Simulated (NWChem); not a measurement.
C4H6O; SMILES C1=COCC1

```xyz
11

C      0.9976     0.7467     0.0273
C      1.0513    -0.5859     0.0072
O     -0.1554    -1.2268    -0.0429
C     -1.1768    -0.1980     0.0510
C     -0.4542     1.1722    -0.0466
H      1.8453     1.4182     0.0503
H      1.9063    -1.2518     0.0163
H     -1.6867    -0.3276     1.0124
H     -1.8965    -0.3727    -0.7533
H     -0.7495     1.8431     0.7698
H     -0.6830     1.6946    -0.9863
```
Atoms are numbered in this order, from 1.

Computed with NWChem. All runs use the structure optimised with B3LYP/6-31G* (spherical d). B3LYP is NWChem's, with the RPA form of VWN correlation.

For level BLYP/def2-SVP:

```yaml
highest occupied level (eV): -4.59
orbital gap (eV): 4.78
dipole (D): 1.06
```

Problem. How do the values read with level B3LYP/def2-SVP instead?

Solution. 
| Item | Result |
|---|---|
| highest occupied level (eV) | -5.78 |
| orbital gap (eV) | 6.60 |
| dipole (D) | 1.16 |
